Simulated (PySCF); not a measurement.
Species: C4H5FOSi.
SMILES with atom numbers: `[F:1][c:2]1[cH:3][o:4][c:5]([SiH3:6])[cH:7]1` (hydrogens: H8 on C3; H9, H10, H11 on Si6; H12 on C7)

Level of theory: PBE0-D3(BJ)/def2-SVP geometry optimisation, gas phase in PySCF.

Task: Give the optimised bond lengths and angles.

Result: 
```json
{"bond": "F1–C2", "length (Å)": "1.321"}
{"bond": "C2–C3", "length (Å)": "1.365"}
{"bond": "C3–O4", "length (Å)": "1.346"}
{"bond": "O4–C5", "length (Å)": "1.360"}
{"bond": "C5–Si6", "length (Å)": "1.869"}
{"bond": "C5–C7", "length (Å)": "1.373"}
{"bond": "C2–C7", "length (Å)": "1.420"}
{"bond": "C3–H8", "length (Å)": "1.086"}
{"bond": "Si6–H9, Si6–H10, Si6–H11", "length (Å)": "1.492"}
{"bond": "C7–H12", "length (Å)": "1.088"}
```

Bonds in one row agree within 0.01 Å and their mean is given. A selection of angles:
```json
{"angle": "F1–C2–C3", "degrees": "126.5"}
{"angle": "F1–C2–C7", "degrees": "125.9"}
{"angle": "C3–C2–C7", "degrees": "107.6"}
{"angle": "C2–C3–O4", "degrees": "108.8"}
{"angle": "C2–C3–H8", "degrees": "133.2"}
{"angle": "O4–C3–H8", "degrees": "118.0"}
{"angle": "C3–O4–C5", "degrees": "108.8"}
{"angle": "O4–C5–Si6", "degrees": "119.0"}
{"angle": "O4–C5–C7", "degrees": "109.3"}
{"angle": "Si6–C5–C7", "degrees": "131.8"}
{"angle": "C5–Si6–H9", "degrees": "106.7"}
{"angle": "C5–Si6–H10", "degrees": "111.0"}
{"angle": "H9–Si6–H10", "degrees": "109.7"}
{"angle": "C5–C7–H12", "degrees": "127.3"}
{"angle": "C2–C7–C5", "degrees": "105.6"}
{"angle": "C2–C7–H12", "degrees": "127.1"}
```

The 5-membered ring C2–C3–O4–C5–C7 has internal angles of 105.6° to 109.3° (sum 540°, against 540° for a flat polygon); it is planar, 0.00 Å rms from its mean plane, widest ring torsion 0°. O4 (furan-type oxygen) is bent (angle 108.8°). The 7 heavy atoms lie in one plane (0.001 Å rms). The C–C distances run from 1.365 Å (C2–C3, aromatic) to 1.420 Å (C2–C7, aromatic), a spread of 0.055 Å. Si6 (SiH3 silicon) is tetrahedral (angles from 106.7° to 111.0°).

Point group: near Cs, missed by 0.16 Å at most; the miss may be what the optimiser left on a soft mode. Not checked by PBE0-D3(BJ)/def2-SVP frequencies.
